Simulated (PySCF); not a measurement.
Ge(OH)2(SMe)2, C2H8GeO2S2, SMILES C[S][Ge]([OH])([OH])[S]C, singlet at its GFN2-xTB optimised geometry (Å):

```
15

C      1.9018     0.1673    -1.2648
S      1.6119    -1.1082     0.0000
Ge    -0.6401    -1.1082     0.0000
O     -1.3072    -1.6592    -1.5421
O     -1.1116     0.5874     0.0000
S     -1.5947    -2.2347     1.6947
C     -0.6986    -1.4843     3.0941
H      1.4694    -0.1454    -2.2100
H      2.9796     0.2533    -1.3539
H      1.4728     1.1082    -0.9374
H     -1.2792    -2.5974    -1.7198
H     -1.9018     0.7690    -0.5076
H     -1.1133    -1.9381     3.9878
H     -0.8663    -0.4121     3.1052
H      0.3602    -1.7093     3.0153
```

Level of theory: PBE0/def2-TZVP run with PySCF 2.14.0. Cells within 0.4 Å of a nucleus heavier than hydrogen are left out (blank, or x).

Map of the electron localisation function on the plane z = 1.5 Å:

```
|00000000000000000000000000000|
|00000000000000000000000000000|
|00000000000000000000000000000|
|00000000000000000000000000000|
|00000000000000000000000000000|
|00000000000000000000000000000|
|00000000000000000000000000000|
|00000000000000000000000000000|
|00000000011000000000000000000|
|00000000122110000000000000000|
|00000001233210000000000000000|
|00000001233210000000000000000|
|00000000122100000012221000000|
|00000000000000000135554210000|
|00000000000000000357776421000|
|00000000000000001367887641000|
|00012221110000001368888752000|
|00256766543210001367888753100|
|02478888765421000146888753100|
|03689999877642000025677642000|
|13789997215653000012455531000|
|14789991xx1664100001233320000|
|13689980xx0775200000111110000|
|02579991113986300000000000000|
|01468998679997410000000000000|
|01357899999997410000000000000|
|00135789999987410000000000000|
|00013578899886300000000000000|
|00001356787764100000000000000|
```
Scale: ten equal steps from 0.000 (start of '0') to 0.952 (end of '9'), in the order '0123456789'; x runs from -4.00 to 4.00, y from -4.00 (bottom) to 4.00 (top).
